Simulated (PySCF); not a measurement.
**Assigning NMR signals**

Numbering as in the mapped SMILES `[CH:1]#[C:2][B:3]([OH:4])[O:5][CH3:6]` (H(Xn): hydrogen on atom n).

- J couplings at B3LYP/pcJ-1 (spin–dipole term only in couplings to heteroatoms)
- geometry from PBE0-D3(BJ)/def2-SVP
- NMR shieldings at B3LYP/pcSseg-2/GIAO
- program: PySCF
- non-relativistic, rapidly exchanging positions averaged, one conformer, isolated molecule

Scale: TMS for 13C (σref 179.19) and 1H (σref 31.39) (reference shieldings calculated alike).

(1) Assign these signals to the numbered atoms. 13C{1H} NMR (computed): δ 97.5, 86.2, 56.8.

(2) Assign these signals to the numbered atoms. 1H NMR (400 MHz, computed): δ 3.90 (s, 3H), 3.59 (br s, 1H), 2.25 (s, 1H).

Answers

(1) 
| δ (ppm) | atoms | environment | reason |
| --- | --- | --- | --- |
| 97.5 | C1 | terminal alkyne carbon | the triple bond shields along its axis, which puts it between sp3 and sp2 carbons |
| 86.2 | C2 | alkyne carbon | the triple bond shields along its axis, which puts it between sp3 and sp2 carbons |
| 56.8 | C6 | methyl carbon bonded to O | deshielded by the electronegative neighbour |

(2) 
| δ (ppm) | atoms | environment | reason |
| --- | --- | --- | --- |
| 3.90 | H(C6) | hydrogen on a methyl carbon bonded to O | its carbon carries O, hence the downfield position |
| 3.59 | H(O4) | hydrogen on an oxygen bonded to B | exchangeable, gas-phase position |
| 2.25 | H(C1) | hydrogen on a terminal alkyne carbon | it lies on the axis of the triple bond, in its shielding cone |

OH and NH positions are those of a molecule without intermolecular hydrogen bonds; in solution they move with solvent, concentration and temperature, and exchange usually removes their couplings. A carbon bonded to boron is broadened by the quadrupolar boron nucleus and is often missing from a measured spectrum. Shifts are as computed. Against solution values, carbons near 30 ppm lie about +3 ppm off and those near 130 ppm about +8 ppm. Of 1211 compounds with measured shifts, 218 miss one by over three times the rms of a fit or turn the order of signals round; such compounds aren't used in these exercises.
